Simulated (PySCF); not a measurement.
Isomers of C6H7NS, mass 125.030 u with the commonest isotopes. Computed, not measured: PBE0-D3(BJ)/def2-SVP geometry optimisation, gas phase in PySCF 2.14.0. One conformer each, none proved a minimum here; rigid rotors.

Task: Order these by rotational constant B, smallest first.
A. `[CH3:1][S:2][c:3]1[cH:4][cH:5][n:6][cH:7][cH:8]1` with C1–S2–C3–C4 180°
B. `[NH2:1][c:2]1[cH:3][cH:4][c:5]([SH:6])[cH:7][cH:8]1` with C4–C5–S6–H 1° (4-aminothiophenol)
C. `[CH3:1]/[N:2]=[CH:3]/[c:4]1[cH:5][cH:6][cH:7][s:8]1` with N2–C3–C4–C5 180°

Result: B (977.9 MHz), C (1047 MHz), A (1169 MHz).

Task: Order these by rotational constant C, largest first.
A. `[CH3:1]/[N:2]=[CH:3]/[c:4]1[cH:5][cH:6][cH:7][s:8]1` with N2–C3–C4–C5 180°
B. `[CH3:1][S:2][c:3]1[cH:4][cH:5][n:6][cH:7][cH:8]1` with C1–S2–C3–C4 180°
C. `[NH2:1][c:2]1[cH:3][cH:4][c:5]([SH:6])[cH:7][cH:8]1` with C4–C5–S6–H 1° (4-aminothiophenol)

Result: B (930.0 MHz), A (868.5 MHz), C (831.7 MHz).

Task: Order these by radius of gyration √(Σ m r²/M), smallest first.
A. `[CH3:1][S:2][c:3]1[cH:4][cH:5][n:6][cH:7][cH:8]1` with C1–S2–C3–C4 180°
B. `[NH2:1][c:2]1[cH:3][cH:4][c:5]([SH:6])[cH:7][cH:8]1` with C4–C5–S6–H 1°
C. `[CH3:1]/[N:2]=[CH:3]/[c:4]1[cH:5][cH:6][cH:7][s:8]1` with N2–C3–C4–C5 180°

Result: A (2.088 Å), C (2.160 Å), B (2.205 Å).

```
       SMILES  point group  Ia (u·Å²)  Ib (u·Å²)  Ic (u·Å²)      κ  μa (D)  μb (D)  μc (D)
   CSc1ccncc1           Cs     114.38     432.29     543.39  -0.86    2.72    0.95    0.00
 Nc1ccc(S)cc1      near Cs      91.24     516.80     607.68  -0.94    2.48    0.86    0.91
C/N=C/c1cccs1           Cs     102.29     482.74     581.90  -0.91    0.25    1.52    0.00
```
